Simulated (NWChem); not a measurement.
**Atomisation of H3N2**

```xyz
5

N      0.6557    -0.3590     0.0988
N     -0.5511     0.1907    -0.1278
H      1.3287     0.4180     0.0270
H     -0.7285     1.1775     0.0710
H     -1.3327    -0.4170     0.1048
```
Charge 0, spin multiplicity 2.

Everything below was run with NWChem. The geometry was optimised at UB3LYP/def2-SVP, a minimum by its harmonic frequencies. It is one conformer; others weren't searched.

Basis set: def2-TZVP. The atomisation energy is electronic alone: no zero-point, thermal, spin-orbit or counterpoise terms. No value is extrapolated to the basis-set limit. Free atoms are single determinants with multiplicities N 4, H 2. Correlated methods freeze the same cores in atoms and molecule, 2 orbitals in all.

| method | atomisation energy (kcal/mol) |
|---|---|
| LDA (SVWN5) | 417.8 |
| B3LYP | 355.5 |
| PBE0 | 350.7 |
| BP86 | 374.8 |
| BHandHLYP | 334.0 |
| PBE | 366.9 |
| HF | 199.4 |
| MP2 | 325.3 |
| LC-wPBE (omega 0.3 per bohr) | 358.0 |
| CCSD(T) | 326.1 |

The values span 218.4 kcal/mol, from HF (lowest) to LDA (SVWN5) (highest). 

B3LYP has NWChem's definition, with VWN1-RPA local correlation. The structure started from a generated list of species. No SCF solution was tested for a lower state. Open-shell Hartree-Fock references start from PBE0 orbitals. No row is a measurement; the coupled-cluster row has its own basis-set and correlation limits.
